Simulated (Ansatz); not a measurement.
One geometry of FeO₄F₂H₈, that is cis-[FeF2(H2O)4]+ with one electron more, several levels of theory.

```yaml
crystal:
  periodic: [false, false, false]
  atoms:
    - {symbol: Fe, position_ang: [0.274300, 0.007756, 0.295890]}
    - {symbol: F, position_ang: [-0.076554, -0.088516, 2.068977]}
    - {symbol: O, position_ang: [-0.012753, -0.180458, -1.841261]}
    - {symbol: H, position_ang: [-0.504683, -0.946471, -2.199949]}
    - {symbol: H, position_ang: [0.880803, -0.210249, -2.243080]}
    - {symbol: F, position_ang: [2.031201, 0.098074, -0.167781]}
    - {symbol: O, position_ang: [-1.860215, 0.174268, 0.111503]}
    - {symbol: H, position_ang: [-2.283831, 0.837652, -0.468793]}
    - {symbol: H, position_ang: [-2.271668, 0.256689, 0.996270]}
    - {symbol: O, position_ang: [0.352007, 2.158815, 0.358640]}
    - {symbol: H, position_ang: [1.267066, 2.408051, 0.106279]}
    - {symbol: H, position_ang: [0.240614, 2.488705, 1.275067]}
    - {symbol: O, position_ang: [0.418878, -2.145414, 0.310288]}
    - {symbol: H, position_ang: [0.181682, -2.474407, 1.203505]}
    - {symbol: H, position_ang: [1.363144, -2.384505, 0.194434]}
basis:
  gaussian: {orbitals: def2-TZVP, initial_orbitals: start.molden}
magnetization: {spin_polarized: true, initial_magnetization: 4}
hamiltonian: {xc: pbe, dispersion: d4}
scf: {omitted_lower_state_checks: [starts]}
output: {orbitals: {seedname: orbitals}}
```

The file start.molden holds the orbitals of an earlier run on this structure, at another level or in another basis.

```sh
$ ansatz run in.yaml --threads 4 --pin off --events-out ev --progress --plain --max-ram 8704MiB
```

Shortened log:

```
Functional definition: PBE
1704 factors; their error is unknown
mean field evaluation 1: about -48128.9900 eV, gradient 1.0e1 eV
mean field evaluation 2: about -48129.3374 eV, gradient 4.9e-1 eV
mean field evaluation 4: about -48129.3079 eV, gradient 3.7e-1 eV
mean field evaluation 8: about -48129.3081 eV, gradient 1.2e-4 eV
mean field -48129.30813839 eV, -1768.7194508691 hartree, gradient 7.3e-6 eV, S^2 6.009141; 0 other end points of the search recorded, 0 dependent functions left out
reference -48129.30818617 eV, -1768.7194526251 hartree; 44, 40 occupied and 235, 239 virtual orbitals, 1704 factors
Total energy: -48129.59988038 eV, -1768.7301721896 hartree
Checks for a lower state left out: starts
```

Run time 8 s (4 threads of Intel Xeon Platinum 8259CL on a shared host).

The first input with `hamiltonian: {xc: r2scan, dispersion: d4}` (abridged; 28 s):

```
Functional definition: r2SCAN
mean field -48143.43454688 eV, -1769.2385868057 hartree, gradient 1.5e-5 eV, S^2 6.008224
Total energy: -48143.51214708 eV, -1769.2414385608 hartree
Checks for a lower state left out: starts
```

First input, but with `gaussian: {orbitals: def2-TZVP}`, `hamiltonian: {xc: pbe0, dispersion: d4}` (abridged; 42 s):

```
Functional definition: PBE0
mean field evaluation 16: about -48129.8735 eV, gradient 1.7e-2 eV
mean field evaluation 32: about -48129.8736 eV, gradient 2.6e-4 eV
mean field -48129.87357587 eV, -1768.7402303132 hartree, gradient 1.5e-5 eV, S^2 6.006550
Total energy: -48130.12197341 eV, -1768.7493587544 hartree
Checks for a lower state left out: starts
```

Geometry: PBE-D4/def2-SVP, that of the charge +1 sextet.
